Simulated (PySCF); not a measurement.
## Correlation energy of Zn⁺ (zinc, charge +1)

[Ar] 3d10 4d1, 2D determinant (an excited configuration). All numbers are calculated (PySCF 2.14, the spin-free X2C one-electron Hamiltonian (Gaussian nucleus), in x2c-TZVPPall with one added diffuse shell each of s, p, d, f type (7s6p5d3f1g, 80 functions)). Frozen: [Ar]; 11 electrons correlated.

```
  level  correlation energy (mhartree)
   CCSD                        -383.45
    (T)                         -20.26
CCSD(T)                        -403.71
```

Diagnostics: T1 = 0.0081, D1 = 0.0183, largest double amplitude 0.245.

The outer electron is Rydberg-like, and this basis confines it to a smaller radius and binds it less than a complete one would. A double-excitation amplitude exceeds 0.15, a sign of near-degeneracy.

Cost of the coupled-cluster step: roughly 25 core-seconds, for 11 correlated electrons.
